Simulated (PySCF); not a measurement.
C2H6F2OSi, SMILES F[SiH](COC)F.

Coordinates come from a B3LYP-D3(BJ)/def2-SVP optimisation. The structure was generated by enumeration, and PubChem lists no compound with its InChIKey, so it may never have been made. The values are those of a single conformer.

Computed with PySCF with SMD-ωB97X/def2-SVP.

Solvation free energies are E(SMD) − E(gas) at the gas-phase geometry, for 1 M in both phases. In vacuum the dipole moment is 2.73 D.

| solvent | ΔG(solv) (kcal/mol) | its non-electrostatic (CDS) part | dipole (D) |
|---|---|---|---|
| water | ___ | ___ | ___ |
| chloroform | -3.3 | 0.1 | 3.12 |
| acetonitrile | -3.8 | 0.8 | 3.25 |

Problem. Some entries are withheld; supply them. (Estimate from the structure and the level; the computed values follow.)

Solution. 
- water, ΔG(solv) (kcal/mol): -1.4
- water, its non-electrostatic (CDS) part: 4.5
- water, dipole (D): 3.33
